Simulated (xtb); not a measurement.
silane (H$_{4}$Si), singlet, geometry from GFN2-xTB; GFN2-xTB (xtb).

Input for xtb:
```
$ xtb mol.xyz --gfn 2 --acc 0.0001 --json

# file mol.xyz
5

Si    -0.00000000     0.00000000    -0.00000000
H      0.85687118     0.83207387     0.84090169
H     -0.85685565    -0.82713035     0.84578045
H     -0.82961346     0.85438800    -0.84584481
H      0.82959793    -0.85933152    -0.84083733
```

What the program printed (banner, timings and long lists left out):

```
   ID    Z sym.   atoms
    1   14 Si     1
    2    1 H      2-5

           -------------------------------------------------
          |                Calculation Setup                |
           -------------------------------------------------

           -------------------------------------------------
          |                 G F N 2 - x T B                 |
           -------------------------------------------------

          ...................................................
          :                      SETUP                      :
          :.................................................:
          :  # basis functions                  14          :
          :  # atomic orbitals                  13          :
          :  # shells                            7          :
          :  # electrons                         8          :
          :  max. iterations                   250          :
          :  Hamiltonian                  GFN2-xTB          :
          :  restarted?                      false          :
          :  GBSA solvation                  false          :
          :  PC potential                    false          :
          :  electronic temp.          300.0000000     K    :
          :  accuracy                    0.0001000          :
          :  -> integral cutoff          0.6500000E+02      :
          :  -> integral neglect         0.1000000E-11      :
          :  -> SCF convergence          0.1000000E-09 Eh   :
          :  -> wf. convergence          0.1000000E-07 e    :
          :  Broyden damping             0.4000000          :
          :  net charge                          0          :
          :  unpaired electrons                  0          :
          ...................................................

 iter      E             dE          RMSdq      gap      omega  full diag
   1     -3.7270896 -0.372709E+01  0.554E+00    8.05       0.0  T
   2     -3.8013860 -0.742964E-01  0.162E+00    6.73       1.0  T
   3     -3.8017436 -0.357564E-03  0.667E-01    6.68       1.0  T
   4     -3.8017763 -0.326709E-04  0.738E-02    6.71       1.0  T
   5     -3.8017771 -0.825381E-06  0.903E-03    6.71       5.0  T
   6     -3.8017774 -0.246624E-06  0.332E-03    6.71      13.5  T
   7     -3.8017773  0.186511E-07  0.403E-03    6.71      11.1  T
   8     -3.8017774 -0.204162E-07  0.320E-04    6.71     139.9  T
   9     -3.8017774 -0.150747E-09  0.396E-07    6.71  100000.0  T
  10     -3.8017774  0.177636E-14  0.252E-07    6.71  100000.0  T
  11     -3.8017774 -0.444089E-15  0.980E-12    6.71  100000.0  T
  12     -3.8017774  0.888178E-15  0.479E-12    6.71  100000.0  T

   *** convergence criteria satisfied after 12 iterations ***

         :::::::::::::::::::::::::::::::::::::::::::::::::::::
         ::                     SUMMARY                     ::
         :::::::::::::::::::::::::::::::::::::::::::::::::::::
         :: total energy              -3.763890914249 Eh    ::
         :: gradient norm              0.000000209542 Eh/a0 ::
         :: HOMO-LUMO gap              6.707466877726 eV    ::
         ::.................................................::
         :: SCC energy                -3.801777309432 Eh    ::
         :: -> isotropic ES            0.009518555705 Eh    ::
         :: -> anisotropic ES          0.003708927493 Eh    ::
         :: -> anisotropic XC          0.004259808169 Eh    ::
         :: -> dispersion             -0.001513831326 Eh    ::
         :: repulsion energy           0.037886395182 Eh    ::
         :: add. restraining           0.000000000000 Eh    ::
         :: total charge               0.000000000000 e     ::
         :::::::::::::::::::::::::::::::::::::::::::::::::::::

           -------------------------------------------------
          |                Property Printout                |
           -------------------------------------------------

    * Orbital Energies and Occupations

         #    Occupation            Energy/Eh            Energy/eV
      -------------------------------------------------------------
         1        2.0000           -0.7084402             -19.2776
         2        2.0000           -0.4274284             -11.6309
         3        2.0000           -0.4274284             -11.6309
         4        2.0000           -0.4274284             -11.6309 (HOMO)
         5                         -0.1809335              -4.9235 (LUMO)
         6                         -0.1809335              -4.9235
         7                         -0.1809335              -4.9235
         8                         -0.0960599              -2.6139
         9                         -0.0960599              -2.6139
        10                          0.4368513              11.8873
        11                          0.6753166              18.3763
        12                          0.6753166              18.3763
        13                          0.6753166              18.3763
      -------------------------------------------------------------
                  HL-Gap            0.2464949 Eh            6.7075 eV
             Fermi-level           -0.3041810 Eh           -8.2772 eV

     #   Z          covCN         q      C6AA      α(0)
     1  14 Si       3.676     0.433    98.976    19.062
     2   1 H        0.919    -0.108     5.864     3.787
     3   1 H        0.919    -0.108     5.864     3.787
     4   1 H        0.919    -0.108     5.864     3.787
     5   1 H        0.919    -0.108     5.864     3.787

 Mol. C6AA /au·bohr⁶  :        381.594528
 Mol. C8AA /au·bohr⁸  :      13765.066764
 Mol. α(0) /au        :         34.211262

Wiberg/Mayer (AO) data.
largest (>0.10) Wiberg bond orders for each atom

 ---------------------------------------------------------------------------
     #   Z sym  total        # sym  WBO       # sym  WBO       # sym  WBO
 ---------------------------------------------------------------------------
     1  14 Si   3.635 --     4 H    0.909     3 H    0.909     2 H    0.909
                             5 H    0.909
     2   1 H    0.988 --     1 Si   0.909
     3   1 H    0.988 --     1 Si   0.909
     4   1 H    0.988 --     1 Si   0.909
     5   1 H    0.988 --     1 Si   0.909
 ---------------------------------------------------------------------------

Topologies differ in total number of bonds
Writing topology from bond orders to xtbtopo.mol

molecular dipole:
                 x           y           z       tot (Debye)
 q only:       -0.000       0.000       0.000
   full:       -0.000       0.000       0.000       0.000
molecular quadrupole (traceless):
                xx          xy          yy          xz          yz          zz
 q only:        0.000       0.000       0.000       0.000      -0.000      -0.000
  q+dip:       -0.000      -0.000      -0.000      -0.000       0.000       0.000
   full:        0.000       0.000       0.000       0.000      -0.000      -0.000

           -------------------------------------------------
          | TOTAL ENERGY               -3.763890914249 Eh   |
          | GRADIENT NORM               0.000000209542 Eh/α |
          | HOMO-LUMO GAP               6.707466877726 eV   |
           -------------------------------------------------

normal termination of xtb
```
